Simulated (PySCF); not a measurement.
# P(3+) (phosphorus, charge +3) across methods

[Ne] 3s2, closed-shell 1S. All numbers are calculated (PySCF 2.14, the spin-free X2C one-electron Hamiltonian (Gaussian nucleus), in x2c-QZVPPall with one added diffuse shell each of s, p, d, f type (10s7p5d3f1g, 86 functions)). The B2PLYP total includes its PT2 part (frozen core); its orbital energies are those of the SCF part.

```csv
method,E (hartree),mean ε 2s (eV),mean ε 2p (eV),mean ε 3s (eV),Σ⟨r²⟩ (bohr²),⟨S²⟩
LDA,-338.5923,-211.48,-163.01,-45.741,8.788,0.000
PBE,-339.7195,-212.32,-162.96,-45.605,8.798,0.000
wB97X-V,-339.8331,-221.77,-170.60,-49.485,8.833,0.000
B3LYP,-339.8990,-218.94,-167.98,-46.816,8.805,0.000
LC-wPBE,-339.7568,-218.47,-168.89,-50.078,8.790,0.000
PBE0,-339.7439,-220.64,-168.95,-46.952,8.809,0.000
UHF,-339.38239,-244.26,-185.62,-50.000,8.909,0.000
r2SCAN,-339.8335,-216.78,-165.38,-45.812,8.842,0.000
B2PLYP,-339.7720,-229.44,-175.31,-48.167,8.846,0.000
```
